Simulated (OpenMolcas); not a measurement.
# Ni2+: effect of the metal basis and ligand basis

Ni2+ with 4 ligands (chloride) in tetrahedral coordination (Td) at 2.31 Å. A charge of +0.5 e stands 3.2 Å behind each ligand.

| Property | Result |
| --- | --- |
| Program | OpenMolcas |
| Method | SS-CASPT2, IPEA 0.25 Eh, imaginary shift 0.1 Eh (closed shells correlated: 3s 3p and the ligand valence shells) |
| Spin-orbit coupling | state interaction with AMFI integrals over the reference wave functions |

Fixed: active space 8 electrons in 5 orbitals (3d), DKH2 Hamiltonian.

States (labels of Td). Energies in cm-1 above the lowest state or level, χT in cm3 K/mol; under a threefold ground state the first gap can be a small split of the lowest multiplet, not the spin-orbit step.

```
Run   Metal basis  Ligand basis  Ground state  First state of that spin  First gap with spin-orbit (degeneracies)  χT at 300 K  First state of another spin                     Cost
  A  ANO-RCC-VDZP  ANO-RCC-VDZP           3T1                  3T2 1430                                280 (1, 3)        2.866                    1T2 10580  roughly 80 core-seconds
  B  ANO-RCC-VTZP  ANO-RCC-VTZP           3T1                  3T2 1370                                280 (1, 3)        2.913                    1T2 10260  roughly 10 core-minutes
```

Costs are those of the CASPT2 steps.

Roots that are degenerate in the reference are averaged as groups; the widest CASPT2 spread within a group is 1000 cm-1 (the 3-fold group of multiplicity 1 near 21300 cm-1 above the lowest state of its run, B). Shifts and gaps below about the spread of the groups concerned are not significant. Over all roots computed the reference weight is 0.72 to 0.74 in A, 0.70 to 0.71 in B; a low but even weight reflects the number of correlated electrons. An orbital triplet at a regular site is open to Jahn-Teller coupling, which can distort the site and quench the lowest spin-orbit gaps and is left out. A single d shell leaves out the double-shell effect, which counts most for late 3d ions, where the CASPT2 field can be off either way by tens of per cent. Ligand-to-metal charge-transfer states are missing. These CASPT2 states fit no ligand-field parameters well, so their order and spin gaps are uncertain. For late 3d ions with one d shell CASPT2 can put B and the spin-flip bands somewhat low as well as high. With one d shell and no ligand orbital active, 10Dq can be off by tens of per cent for divalent 3d ions, low with halides held by bare charges and at times high in hosts. Free-ion shares, where given, are those of the reference states; single-state CASPT2 does not remix them. No measured value stands beside these numbers; the geometry was imposed, not optimised, and the real ion may take another.
